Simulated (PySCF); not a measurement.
# Molecular orbitals of ZrI

UHF at R = 2.740 Å; basis Zr def2-TZVPP with ECP28, I def2-TZVPP with ECP28; scalar-relativistic core potentials; PySCF 2.14. State: quartet, unpaired electrons σ ↑, π ↑, δ ↑, a mixture of terms (⟨Lz²⟩ = 4.7). Only the outer orbitals are listed, counted within each symmetry, core potentials removing the inner ones.

| spin | orbital | occ. | ε (eV) | on Zr (%) | main shells (%) |
| --- | --- | --- | --- | --- | --- |
| α | 6σ | 1 | -23.14 | 6 | 94 I s |
| α | 7σ | 1 | -10.95 | 22 | 76 I p, 12 Zr d |
| α | 4π | 1 | -10.37 | 37 | 63 I p, 37 Zr d |
| α | 4π | 1 | -9.71 | 8 | 92 I p |
| α | 2δ | 1 | -9.09 | 95 | 91 Zr d |
| α | 5π | 1 | -8.05 | 67 | 58 Zr d, 33 I p |
| α | 8σ | 1 | -6.90 | 98 | 74 Zr s, 13 Zr p, 11 Zr d |
| α | 5π | 0 | 0.24 | 101 | 88 Zr p, 14 Zr d |
| α | 6π | 0 | 0.56 | 100 | 95 Zr p |
| α | 9σ | 0 | 0.61 | 95 | 49 Zr d, 45 Zr p |
| β | 5σ | 1 | -40.07 | 99 | 99 Zr p |
| β | 3π | 1 | -39.97 | 100 | 100 Zr p |
| β | 3π | 1 | -39.51 | 100 | 100 Zr p |
| β | 6σ | 1 | -23.13 | 5 | 95 I s |
| β | 7σ | 1 | -10.62 | 13 | 85 I p |
| β | 4π | 1 | -9.75 | 5 | 94 I p |
| β | 4π | 1 | -9.68 | 5 | 95 I p |
| β | 8σ | 0 | 0.17 | 102 | 90 Zr s, 10 Zr p |
| β | 5π | 0 | 1.29 | 103 | 98 Zr p |
| β | 5π | 0 | 1.45 | 103 | 102 Zr p |

Q: Which are the highest filled and the lowest empty level, where do they sit, and how wide is the gap?

A: Highest filled α 8σ at -6.90 eV (in %: 74 Zr s, 13 Zr p, 11 Zr d); lowest empty β 8σ at 0.17 eV (in %: 90 Zr s, 10 Zr p); the gap at UHF is 7.07 eV. An empty level above zero is unbound, and its energy depends on the basis.

* bond order (Mayer): 1.06
* ⟨S²⟩: 3.759
* charge on Zr (Mulliken, basis-dependent): 0.39
* charge on Zr (Löwdin, basis-dependent): -0.18
* dipole moment (positive dipole means Zr(−)I(+)): -3.79 D
* polarisability along the bond: 151.3 bohr³
* polarisability across the bond: 136.8 bohr³

Shares are Mulliken populations and can fall outside 0 to 100 %.

Spin–orbit coupling is left out. The state is the lowest single determinant that the PBE0 search found; with open d or f shells the true ground state can be another one.
